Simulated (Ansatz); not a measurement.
# Molecular dynamics of BBrClH3

Input:

```yaml
crystal:
  periodic: [false, false, false]
  atoms:
    - { symbol: B, position_ang: [-0.501083, -0.280573, -0.284026] }
    - { symbol: Cl, position_ang: [1.292393, 0.173289, -0.982327] }
    - { symbol: H, position_ang: [-0.596665, -1.444637, -0.175531] }
    - { symbol: H, position_ang: [-1.300814, 0.426024, -0.770931] }
    - { symbol: H, position_ang: [1.149878, 0.599991, 0.511185] }
    - { symbol: Br, position_ang: [-0.043809, 0.525804, 1.70173] }
basis:
  gaussian: { orbitals: def2-TZVP }
hamiltonian:
  xc: { name: BHLYP }
  dispersion: d4
md:
  timestep: 0.5
  n_steps: 200
  ensemble: nve
  temperature: 100.0
  initial_velocities: maxwell_boltzmann
  seed: 9092
```

Launched with:

```bash
$ ansatz run input.yaml --threads 4 --pin off --max-ram 5120MiB --backend cpu --events-out ev --progress --plain --runs-dir out
```

It starts at the highest image of a converged band, a first-order saddle point between two minima.

Output, in part (step lines, the closing report, with atoms numbered from 0):

```
md step     0: t =     0.00 fs  T =   100.0 K  F+E_penalty+E_count = -83293.98064187 eV  E_kin = 0.051704 eV  conserved = -83293.92893787 eV  (28 SCF iters)
md step     1: t =     0.50 fs  T =    97.5 K  F+E_penalty+E_count = -83293.97932819 eV  E_kin = 0.050402 eV  conserved = -83293.92892577 eV  (32 SCF iters)
md step     2: t =     1.00 fs  T =    90.9 K  F+E_penalty+E_count = -83293.97588474 eV  E_kin = 0.047005 eV  conserved = -83293.92888007 eV  (33 SCF iters)
md step     3: t =     1.50 fs  T =    81.7 K  F+E_penalty+E_count = -83293.97105127 eV  E_kin = 0.042240 eV  conserved = -83293.92881165 eV  (33 SCF iters)
md step     4: t =     2.00 fs  T =    71.9 K  F+E_penalty+E_count = -83293.96591388 eV  E_kin = 0.037173 eV  conserved = -83293.92874043 eV  (33 SCF iters)
md step     5: t =     2.50 fs  T =    63.6 K  F+E_penalty+E_count = -83293.96159313 eV  E_kin = 0.032904 eV  conserved = -83293.92868918 eV  (34 SCF iters)
md step     6: t =     3.00 fs  T =    58.4 K  F+E_penalty+E_count = -83293.95889224 eV  E_kin = 0.030218 eV  conserved = -83293.92867473 eV  (34 SCF iters)
md step     7: t =     3.50 fs  T =    56.7 K  F+E_penalty+E_count = -83293.95803892 eV  E_kin = 0.029338 eV  conserved = -83293.92870079 eV  (34 SCF iters)
[... lines left out ...]
Total energy: -83294.75462877 eV, -3061.0257733949 hartree
Atom 0 at    -0.264793    -0.486274    -1.247814 Å, force     1.605232     0.192809     0.091082 eV/Å
Atom 1 at     1.438007     0.028359    -1.602148 Å, force    -1.415135    -0.425693     0.194312 eV/Å
Atom 2 at    -0.412210    -1.558066    -0.775685 Å, force     0.020216     0.060174    -0.120357 eV/Å
Atom 3 at    -1.124161     0.271491    -1.461967 Å, force    -0.167971     0.195161    -0.149684 eV/Å
Atom 4 at     0.957307     1.313521     2.565625 Å, force     0.645071     0.393512     0.210867 eV/Å
Atom 5 at    -0.142505     0.612311     2.097478 Å, force    -0.687413    -0.415963    -0.226220 eV/Å
Dipole moment:    -0.055832     0.054459     0.159593 e Å
```

The steps, from the saved trajectory:

```csv
time (fs),T (K),potential energy less start (eV),conserved less start (meV/atom)
0.0,100,0.000,0.00
3.0,58,0.022,0.04
6.0,56,0.023,0.01
9.0,23,0.040,0.05
12.0,61,0.020,0.01
15.0,53,0.025,0.04
18.0,96,0.002,0.02
21.0,162,-0.032,0.05
24.0,343,-0.126,-0.02
27.0,435,-0.173,0.08
30.0,746,-0.334,-0.07
33.0,829,-0.376,0.04
36.0,1013,-0.472,-0.05
39.0,1001,-0.466,0.01
42.0,924,-0.426,-0.04
45.0,753,-0.337,0.05
48.0,826,-0.375,0.01
51.0,965,-0.448,-0.01
54.0,1075,-0.504,-0.02
57.0,1101,-0.518,0.00
60.0,1075,-0.504,0.02
63.0,1089,-0.511,-0.02
66.0,1091,-0.512,0.03
69.0,1230,-0.584,-0.01
72.0,1339,-0.640,0.03
75.0,1521,-0.735,-0.06
78.0,1504,-0.726,0.03
81.0,1509,-0.729,-0.04
84.0,1366,-0.654,0.06
87.0,1455,-0.701,-0.04
90.0,1498,-0.722,0.06
93.0,1688,-0.821,-0.07
96.0,1620,-0.786,0.04
99.0,1639,-0.796,-0.06
```

All steps were run. The conserved energy stayed within 0.078 meV per atom of its start (net change -0.048 meV per atom), so the integration is sound. The kinetic energy rose, since the run started high on the potential surface and went downhill. It ends in pieces (BClH2 + BrH), so much of that is their flight and rotation, not heat. A run of 0.1 ps of so small a system gives no equilibrium averages. The orbitals stay closed-shell, which can raise the energy where a bond breaks towards radicals; this wasn't checked here.

Between its relaxed ends the band would form B1–Br6, Cl2–H5 and break B1–Cl2, H5–Br6. These pairs go: B1–Br6 2.19 → 3.52 Å, Cl2–H5 1.56 → 4.39 Å, B1–Cl2 1.98 → 1.81 Å, H5–Br6 1.69 → 1.39 Å. In the last frame they stand as before the step (other bonds may differ from the relaxed reactants and products). It ends as BClH2 + BrH. Pairs count as bonded within 1.25 times the sum of covalent radii (0.12 Å more for H–H).

Last frame:

```xyz
6
Properties=species:S:1:pos:R:3
B -0.265 -0.486 -1.248
Cl 1.438 0.028 -1.602
H -0.412 -1.558 -0.776
H -1.124 0.272 -1.462
H 0.957 1.313 2.566
Br -0.142 0.612 2.098
```

Time of the run: 8.2 min on 4 threads of Arm Neoverse N1, on a shared host, peak memory 0.37 GiB.
